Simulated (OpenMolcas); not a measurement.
# Computed transition rates of Mn³⁺

- Program: OpenMolcas
- Method: MS-CASPT2, IPEA 0.25 Eh, imaginary shift 0.1 Eh (closed shells correlated: 3s 3p)
- Basis: ANO-RCC-VQZP [7s6p4d3f2g1h]
- Scalar Hamiltonian: DKH2, point nucleus
- Active space: 4 electrons in 5 orbitals (3d)
- State averaging: 2S+1 = 5 even, 5 roots; 2S+1 = 3 even, 45 roots; 2S+1 = 1 even, 50 roots
- Spin-orbit coupling: state interaction with AMFI integrals over the reference wave functions, term energies averaged over their components

Rates come from the transition moments of the reference wave functions (E1 and E2 in the length form). At fixed line strength A goes as λ^-3 for E1 and M1 and as λ^-5 for E2, so a rate at the computed wavelength can be rescaled to the measured one. Measured vacuum wavelengths follow from level energies in Corliss and Sugar, J. Phys. Chem. Ref. Data 6, 1253 (1977). Branching counts decays inside the model space alone, at computed energies, and the table is only a selection of the E2 and M1 lines, drawn from those between levels with measured partners whose computed energy lies within a factor of 1.5 of the measured one.

| Upper | Lower | Type | λ computed (nm) | λ measured (nm) | A computed (s-1) | A rescaled (s-1) | Branching % |
| --- | --- | --- | --- | --- | --- | --- | --- |
| 3d4 3F2(2) | 3d4 3H4 | E2 | 300.6 | 312.7 | 2.32e+00 | 1.90e+00 | 41.0 |
| 3d4 3F4(2) | 3d4 3H6 | E2 | 305.5 | 317.1 | 2.16e+00 | 1.79e+00 | 40.6 |
| 3d4 3F3(2) | 3d4 3H5 | E2 | 302.5 | 314.3 | 2.05e+00 | 1.69e+00 | 38.0 |
| 3d4 3P0(1) | 3d4 5D1 | M1 | 488.9 | 486.5 | 6.18e-01 |  | 100.0 |
| 3d4 3P1(1) | 3d4 5D2 | M1 | 479.3 | 476.4 | 4.80e-01 |  | 88.4 |
| 3d4 3F4(1) | 3d4 5D4 | M1 | 453.8 | 453 | 3.57e-01 |  | 82.2 |
| 3d4 3P2(1) | 3d4 5D3 | M1 | 462.1 | 459.3 | 3.28e-01 |  | 90.6 |
| 3d4 3F3(1) | 3d4 5D3 | M1 | 448.8 | 448.2 | 2.06e-01 |  | 65.5 |
| 3d4 3D3 | 3d4 5D4 | M1 | 323.6 | 327.9 | 1.71e-01 |  | 58.1 |
| 3d4 3D1 | 3d4 5D0 | M1 | 312.4 | 316.6 | 1.04e-01 |  | 34.4 |
| 3d4 3D1 | 3d4 5D1 | M1 | 313.4 | 317.6 | 9.46e-02 |  | 31.2 |
| 3d4 3D2 | 3d4 5D1 | M1 | 314.2 | 318.7 | 8.66e-02 |  | 36.1 |
| 3d4 3F2(1) | 3d4 5D2 | M1 | 444.8 | 444.4 | 8.63e-02 |  | 56.7 |
| 3d4 3G5 | 3d4 3H6 | M1 | 2261 | 2382 | 2.05e-02 |  | 34.7 |
| 3d4 3G5 | 3d4 3H5 | M1 | 2144 | 2271 | 2.02e-02 |  | 34.2 |
| 3d4 3G3 | 3d4 3H4 | M1 | 2272 | 2404 | 1.95e-02 |  | 33.4 |
| 3d4 3G4 | 3d4 3H4 | M1 | 2148 | 2278 | 1.81e-02 |  | 43.0 |
| 3d4 3G4 | 3d4 3F4(1) | M1 | 3421 | 3688 | 1.35e-02 |  | 32.2 |
| 3d4 5D4 | 3d4 5D3 | M1 | 27810 | 29980 | 1.26e-03 | 1.01e-03 | 100.0 |
| 3d4 5D3 | 3d4 5D2 | M1 | 35360 | 37680 | 1.05e-03 | 8.68e-04 | 100.0 |
| 3d4 3H4 | 3d4 5D4 | M1 | 492.5 | 490.3 | 8.28e-04 |  | 83.7 |
| 3d4 5D2 | 3d4 5D1 | M1 | 50980 | 53250 | 4.29e-04 | 3.76e-04 | 100.0 |
| 3d4 3H6 | 3d4 3H5 | M1 | 41460 | 48900 | 3.13e-04 | 1.91e-04 | 98.2 |
| 3d4 3H5 | 3d4 3H4 | M1 | 46400 | 51520 | 2.64e-04 | 1.93e-04 | 99.0 |
| 3d4 5D1 | 3d4 5D0 | M1 | 99230 | 101000 | 5.54e-05 | 5.25e-05 | 100.0 |

Spin-changing lines and M1 lines between different terms are not rescaled, since their strength hangs on the term gaps too.

The largest correction is for 3d4 3H6 → 3d4 3H5 (M1): 3.13e-04 × (41460 / 48900)^3 = 1.91e-04 s-1, a factor of 0.61.

The computed rate and branching of 3d4 5D1 → 3d4 5D0 give the upper level a radiative lifetime of 1.000 / 5.54e-05 s-1 = 1.81e+04 s, counting decays inside the model space alone. The rescaled rate gives about 1.9e+04 s.

These are rates of the free ion; in crystals, glasses and complexes forced electric-dipole and non-radiative decay shorten such lifetimes by orders of magnitude. No measured rate stands beside these. Rescaling mends the energy factor alone: line strengths can still be far off where a level mixes with configurations outside the active space, and weak or spin-changing lines hang on small mixing coefficients that depend on the term gaps too, so rescaling need not improve them.

Term energies are means over components that CASPT2 splits; among the terms shown or strongly mixed into the levels shown the widest spread is 510 cm-1 (3d4 3F(2)). The CASPT2 spread within a term exceeds the gap to the next term for 3d4 3H and 3d4 3P(1), so the order of their levels is uncertain. Measured partners are found by configuration, term and J. A level has none where our copy of the source lacks it or the pairing is in doubt (some pairs that miss far off the trend of their configuration count as doubtful). Only configurations of the active space appear.

A number in round brackets counts repeated terms of one configuration in the order of the reference energies.
